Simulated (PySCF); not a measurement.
Molecule: SMILES CCCNCCN, C5H14N2.

Geometry (Å), atoms numbered from 1 in this order:
```xyz
21

C    -2.134    1.199   -0.122
C    -2.021   -0.236    0.378
C    -1.142   -1.108   -0.537
N     0.240   -0.710   -0.690
C     1.073   -0.857    0.485
C     2.427   -0.201    0.225
N     2.247    1.235    0.059
H    -1.161    1.686   -0.132
H    -2.536    1.218   -1.134
H    -2.795    1.777    0.522
H    -1.615   -0.239    1.392
H    -3.014   -0.687    0.422
H    -1.146   -2.136   -0.159
H    -1.583   -1.116   -1.539
H     0.303    0.251   -1.010
H     1.211   -1.927    0.677
H     0.636   -0.405    1.394
H     2.834   -0.593   -0.710
H     3.117   -0.461    1.044
H     1.923    1.649    0.929
H     3.126    1.678   -0.184
```

Frames of a GFN2-xTB Langevin trajectory at 400 K; GIAO PBE0/pcSseg-1 shieldings in PySCF, gas phase, non-relativistic; equivalent atoms averaged within each frame.

Referencing at the same level of theory: TMS for ¹³C (186.93 ppm), ¹H (31.72 ppm); ¹⁵N (267.73 ppm) against NH3. The references are static minima.

Q: How do the shifts (ppm) fluctuate along the trajectory?

A: 
```
         time (fs)    C6    C3    C5    C2    C1    N7    N4  H18/H19  H13/H14    H15
optimised geometry  47.5  53.2  51.0  21.0  12.1  37.1  40.8     3.14     2.92   1.99
               250  54.7  52.7  43.9  24.2  12.9  58.9  25.5     4.36     3.50   2.93
               425  50.5  52.0  57.0  22.3  18.2  41.4  66.1     3.26     2.26   2.78
               625  52.3  54.0  58.1  24.0   2.3  39.5  57.3     2.68     2.13   0.70
               800  40.5  53.2  50.8  19.1   7.8  25.2  52.9     2.04     2.89   2.56
              1000  46.3  60.6  69.4  17.1  12.1  42.5  42.8     2.47     3.38  -0.72
    mean of frames  48.9  54.5  55.8  21.3  10.7  41.5  48.9     2.96     2.83   1.65
standard deviation   5.6   3.5   9.5   3.1   6.0  12.0  15.5     0.90     0.63   1.60
```

5 frames give an uncertainty of the mean of about the standard deviation over 2.2 at best, since frames this close in time may not be independent; classical motion lacks zero-point vibration, and the reference would need the same averaging.
